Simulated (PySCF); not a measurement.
# Zinc: a sound run and one with changed settings

Sound run: Zn [Ar] 3d10 4s2, Zn⁺ [Ar] 3d10 4s1. All numbers are calculated (PySCF 2.14, the spin-free X2C one-electron Hamiltonian (Gaussian nucleus), in cc-pVDZ-DK). In the sound run the correlated levels freeze [Ar]. The sound run starts from symmetry-adapted Hartree-Fock orbitals and uses a fine grid where one is needed.

Changed run: no relativity, point nucleus. This setting is unsound on purpose.

```csv
species,method,sound run (hartree),changed run (hartree),converged
Zn,UHF,-1794.26639,-1768.65335,yes
Zn,r2SCAN,-1795.88837,-1770.27523,yes
Zn,M06-2X,-1795.94780,-1770.34429,yes
Zn,MP2,-1794.71380,-1769.09416,yes
Zn,CCSD(T),-1794.68691,-1769.06870,yes
Zn⁺,UHF,-1793.98033,-1768.37526,yes
Zn⁺,r2SCAN,-1795.54260,-1769.94087,yes
Zn⁺,M06-2X,-1795.60823,-1770.01276,yes
Zn⁺,MP2,-1794.38390,-1768.77403,yes
Zn⁺,CCSD(T),-1794.34971,-1768.74066,yes
```

Ionisation energy of Zn:

```csv
method,sound run (eV),changed run (eV)
UHF,7.784,7.567
r2SCAN,9.409,9.098
M06-2X,9.240,9.021
MP2,8.977,8.711
SCS-MP2,8.999,8.741
CCSD,9.077,8.835
CCSD(T),9.176,8.926
```

Most of the change in total energy is the relativistic energy itself. On top of that the contraction fixes the core shape for the Hamiltonian it was made with, so the changed run is not a good calculation with the other Hamiltonian either.

For comparison, NIST gives 9.394 eV between the lowest levels.
